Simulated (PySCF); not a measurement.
**A small calculation by hand: chemical shift, span and skew from a shielding tensor**

CH₈FNSi₂, SMILES C[SiH2][Si@@H](N)F. Atoms are numbered in the order given.

```xyz
13

C      1.9873     0.6430    -1.5505
Si     0.6807    -0.6364    -1.0652
Si    -0.3878     0.0467     0.9034
N     -1.1923     1.5304     0.5632
F     -1.4002    -1.1540     1.3887
H      2.4521     0.3949    -2.5175
H      1.5270     1.6404    -1.6292
H      2.7830     0.6961    -0.7905
H      1.2972    -1.9870    -0.8997
H     -0.3568    -0.7375    -2.1402
H      0.5150     0.3024     2.0598
H     -1.5212     2.1363     1.3098
H     -1.7729     1.6264    -0.2647
```

The structure is a stationary point at B3LYP-D3(BJ)/def2-SVP. The structure was generated by enumeration; whether it is a known compound was not checked. Other conformers were not sampled.

GIAO shieldings from PBE0/pcSseg-1 run with PySCF, non-relativistic, no solvent. The symmetric part of the tensor of C1 has the principal values 189.0, 195.1, 200.6 ppm. The same nucleus in TMS has σ = 186.3 ppm at this level (PySCF, at its B3LYP-D3(BJ)/def2-TZVP geometry).

Work out the isotropic shielding, the ¹³C shift against TMS, the span and the skew.


σ(iso) = (σ11 + σ22 + σ33)/3 = 194.9 ppm. δ = σ(ref) − σ(iso) = 186.3 − (194.9) = -8.6 ppm.
Span Ω = σ33 − σ11 = 11.6 ppm. Skew κ = 3(σ(iso) − σ22)/Ω = -0.05. Tumbling in solution averages the tensor to δ; in a static solid the shielding alone would spread this spin-1/2 line over Ω.
